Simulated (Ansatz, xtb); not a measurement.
## Relaxing a trial structure of C2H7FGaN

The starting geometry of this gas-phase singlet was built from a drawn formula by distance geometry; its bonds are those of `[CH3][GaH][C@@H](N)F`.

```xyz
12

C    -1.6796    0.9144    1.4841
C     0.6650   -0.5649   -0.8608
F     0.8524    0.8436   -0.7561
Ga   -0.3347   -0.6568    0.8629
N     0.0507   -0.9154   -2.0444
H    -1.0919    1.6165    2.1395
H    -1.9312    1.3735    0.4863
H    -2.5042    0.4058    1.9265
H    -1.5450   -1.7119    0.2621
H     1.7464   -0.9782   -0.9198
H     0.2419   -0.1620   -2.7950
H    -0.9524   -1.0851   -1.9570
```

Predict what becomes of its bonds when it is optimised with r2SCAN-D4/def2-SVP.

It rearranges, giving a structure given below by its coordinates. Contacts that open: C2–F3 (1.42 → 2.49 Å). Contacts that close: F3–Ga4 (2.51 → 1.83 Å).

The energy falls by 2.56 eV over 47 steps:

```tsv
step	E − E(last) (eV)
1	2.560
6	0.689
11	0.585
16	0.536
21	0.507
27	0.488
32	0.103
37	0.007
42	0.002
47	0.000
```

Final geometry (Å):

```xyz
12

C    -1.6251    0.7727    0.9256
C     0.1628   -1.0145   -1.0810
F     1.4607    0.3143    0.5789
Ga   -0.1295   -0.5308    0.9123
N    -0.3846   -0.3041   -2.0201
H    -1.7594    1.1978    1.9336
H    -1.4369    1.6253    0.2492
H    -2.5886    0.3096    0.6480
H     0.0180   -1.7372    1.9005
H     1.0143   -1.6124   -1.4455
H    -0.0525   -0.2593   -2.9858
H    -1.1619    0.3181   -1.7874
```

From the same start GFN2-xTB reaches the same bonding as this run.

The end wasn't checked by frequencies. Run with Ansatz 0.2.0, 5.4 min on 2 threads of AMD EPYC (Zen 3), with other jobs on the host.
